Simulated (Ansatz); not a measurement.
# What each rung costs, and what it gives

The pair of Br⁻ (SMILES [Br-], atom 1) and NH$_{3}$ (SMILES N, atoms 2–5), both closed shells, in one local arrangement (a lower one may exist), relaxed at PBE0-D4/def2-TZVPD:

```xyz
5
angstrom
Br -0.1348 0.1227 -2.7023
N -0.1506 0.1459 0.8560
H -0.2733 -0.8513 1.0026
H -0.2817 0.2689 -0.1563
H 0.8404 0.3137 1.0000
```

Interaction energies are counterpoise-corrected; the time is that of the whole pair.

Ansatz 0.2.0; basis: as named in each row; cores frozen in the correlated methods. Filled d shells of the heavier atoms are correlated. The def2 sets are not built for correlating such inner shells, so the correlated values are less sure here. B3LYP uses VWN-RPA correlation. Extrapolation: Hartree–Fock as exp(−7.88 √X), correlation as X^−2.97.

Times are rough, for one single point on 2 threads of a shared host (Arm Neoverse V1).

The estimate by CCSD(T) at an estimated basis limit (MP2 extrapolated from triple and quadruple zeta, plus CCSD(T) − MP2 in triple zeta) is -7.76 kcal/mol.

```tsv
method	basis	time (s)	interaction energy (kcal/mol)	method less estimate
HF	STO-3G	under 1	-7.21	0.55
PBE-D4	STO-3G	under 1	-12.43	-4.66
SPW92	def2-SVP	under 1	-11.50	-3.74
PBE-D4	def2-SVP	under 1	-9.49	-1.73
B3LYP-D4	6-31G	under 1	-9.24	-1.47
PBE0-D4	def2-SVP	under 1	-9.15	-1.39
CCSD(T)	def2-SVP	under 1	-6.72	1.04
PBE-D4	def2-TZVPPD	1	-8.35	-0.58
revPBE-D4	def2-TZVPPD	1	-7.66	0.10
BLYP-D4	def2-TZVPPD	1	-7.59	0.17
PBE0-D4	def2-TZVPPD	1	-8.08	-0.32
B3LYP-D4	def2-TZVPPD	2	-7.70	0.06
HSE06-D4	def2-TZVPPD	2	-8.10	-0.34
r2SCAN-D4	def2-TZVPPD	2	-7.90	-0.14
wB97M-V	def2-SVP	3	-8.54	-0.77
B2PLYP	def2-TZVPPD	3	-6.92	0.85
wB97X-V	def2-TZVPPD	5	-7.64	0.13
B97M-V	def2-TZVPPD	5	-7.48	0.28
wB97M-V	def2-TZVPPD	6	-7.63	0.13
MP2	def2-QZVPPD	7	-7.68	0.09
CCSD(T)	def2-TZVPPD	21	-7.08	0.68
```

T1 diagnostic: at most 0.009.
